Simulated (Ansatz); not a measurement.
Ideal-gas functions of `[CH3][In]([F])[Cl]` at 600 K and 1 bar, from an Ansatz frequency run at PBE0-D4/def2-TZVP.

Molar mass 184.3 g/mol, point group C1 (symmetry number 1), electronic degeneracy 1, moments of inertia 108.69, 217.196, 322.706 u Å². Harmonic wavenumbers (cm⁻¹, unscaled): 25, 90, 120, 130, 364, 525, 591, 739, 760, 1199, 1447, 1448, 3078, 3177, 3190.

Use S(trans) = R[1.5 ln M + 2.5 ln T − 1.1517]; rotational temperatures θ = 24.2544 K / I; S(rot) = R[ln(√π/σ · √(T³/θAθBθC)) + 1.5]; for each mode x = 1.438777 ν̃/T, S = R[x/(eˣ − 1) − ln(1 − e⁻ˣ)] and H = RT x/(eˣ − 1); 1 cm⁻¹ = 0.0119627 kJ/mol; R = 8.31446 J/(mol·K).

**Question.** By hand: the entropy, in J/(mol·K).

**Answer.** Translation 188.5. Rotation: θ = 0.2232, 0.1117, 0.0752 K, giving 123.1. Vibration, mode by mode: 31.71, 21.08, 18.70, 18.04, 9.70, 6.93, 6.08, 4.57, 4.39, 1.91, 1.19, 1.19, 0.04, 0.04, 0.03, in all 125.6. Electronic 0.0. Sum 437.2 J/(mol·K).

**Question.** By hand: H − E and G − E in kJ/mol, counted from the electronic energy.

**Answer.** Zero-point energy ½ × 16883 × 0.0119627 = 101.0; thermal vibration 31.3; translation, rotation and pV give 4 RT = 20.0. H − E = 152.3 kJ/mol, and G − E = 152.3 − 600 × 437.2/1000 = -110.0 kJ/mol.

Vibration gives 29 % of the entropy, 89.5 J/(mol·K) of it from the modes under 150 cm⁻¹: soft modes count most, and the harmonic formula is weakest for them. The sum counts one conformer and one mirror image; others add a mixing term.
